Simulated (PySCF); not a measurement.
Vertical excitations of a molecule CH₁₀N₂Si₃ from TDA-ωB97X/def2-SVPD (PySCF 2.14.0), as energy in eV (oscillator strength): 6.50 (0.040), 6.86 (0.022), 7.00 (0.010), 7.22 (0.058), 7.29 (0.008), 7.38 (0.009). Lowest triplet (TDA): 5.87 eV. The structure is a stationary point at PBE0-D3(BJ)/def2-SVP. The values are those of a single conformer.

Q: Which molecule gave these data?
(A) C[Si]1(N)[SiH2]N[SiH2]1
(B) N[Si@@H]1N[SiH2]C[SiH2]1
(C) [SiH3][Si@H]1CN[SiH2]N1
(D) N[SiH2][Si@H]1NC[SiH2]1

A: B, N[Si@@H]1N[SiH2]C[SiH2]1
